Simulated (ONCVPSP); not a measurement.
# What one change does to a pseudopotential (phosphorus, ONCV)

```json
{
 "Element": "phosphorus (P)",
 "Generator": "ONCVPSP 4.0.1",
 "Type": "optimised norm-conserving Vanderbilt (ONCV)",
 "Functional": "PBE",
 "Relativity": "scalar-relativistic",
 "Frozen core": "[Ne]",
 "Valence charge": "5",
 "Reference configuration": "3s2 3p2 (charge +1)",
 "Partial waves": "3s: rc 1.30 bohr, ncon 4, nbas 8, qcut 5.1 1/bohr, 2 projectors, debl 3.4 Ha; 3p: rc 1.50 bohr, ncon 4, nbas 7, qcut 4.9 1/bohr, 2 projectors, debl 3.2 Ha; d scattering state at 0.17 Ha: rc 1.60 bohr, ncon 4, nbas 8, qcut 5.1 1/bohr, 2 projectors, debl 3.5 Ha",
 "Local potential": "polynomial inside 0.85 bohr (lpopt 5, dvloc0 2 Ha)",
 "Core correction": "Teter function fitted to the true core (icmod 2), fcfact 0.35"
}
```

All-electron outer shells of the reference configuration (PBE, scalar-relativistic, ld1.x):

| shell | level (eV) | outermost node (bohr) | outermost maximum (bohr) |
| --- | --- | --- | --- |
| 2s | -184.63 | 0.14 | 0.42 |
| 2p | -135.15 | – | 0.36 |
| 3s | -23.29 | 0.65 | 1.56 |
| 3p | -14.22 | 0.64 | 1.76 |

Change: s: qcut 5.8; p: qcut 5.6; d: qcut 5.8.

Cutoffs: the cutoffs (Ha) at which the residual kinetic energy of the hardest occupied pseudo-wave falls to 1 and 0.1 mHa per electron; they do not see the model core or the augmentation charge, which bear on the density cutoff. Errors are all-electron minus pseudo energies relative to the spin-unpolarised reference configuration.

How do hardness, ghosts and transferability respond?

The potential gets neither clearly harder nor softer (11 Ha and 87 Ha → 10 Ha and 86 Ha); a bound ghost appears in s, which as a rule spoils a file; the errors of the 4 common tests hardly move.

| quantity | base | changed |
| --- | --- | --- |
| cutoff, loose | 11 Ha | 10 Ha |
| cutoff, tight | 87 Ha | 86 Ha |
| loose cutoff by channel | s 11 Ha, p 5.0 Ha | s 10 Ha, p 5.2 Ha |
| bound ghosts | none | s |
| GHOST(+) flags under 300 eV | s at 109.6 eV | none |
| error for 3s2 3p3, meV [ΔE -9.73 eV] | +2.3 | +2.1 |
| error for 3s2 3p1, meV [ΔE 19.15 eV] | +6.2 | +5.6 |
| error for 3s2 3p0, meV [ΔE 48.89 eV] | +47 | +42 |
| error for 3s2 3p2.5, meV [ΔE -5.95 eV] | +1.0 | +0.9 |
| s: phases at 1.32 bohr within 0.05 rad from the reference energy up to (Ha; the scan ends near 5) | 3.9 | to the end of the scan |
| p: phases at 1.53 bohr within 0.05 rad from the reference energy up to (Ha; the scan ends near 5) | to the end of the scan | to the end of the scan |
| d: phases at 1.62 bohr within 0.05 rad from the reference energy up to (Ha; the scan ends near 5) | 4.9 | to the end of the scan |
| rms error of d²Exc/dni dnj with the model core, mHa | 1.23 | 1.23 |

Base: The cutoffs count occupied waves only; projector 2 of the d channel, the hardest unoccupied one, needs 63 Ha at the loose tolerance. Changed file: The cutoffs count occupied waves only; projector 2 of the d channel, the hardest unoccupied one, needs 66 Ha at the loose tolerance. A true bound ghost makes a file unfit for plane-wave use even where its test errors are small: the radial tests pick states by their node count and pass the ghost by.
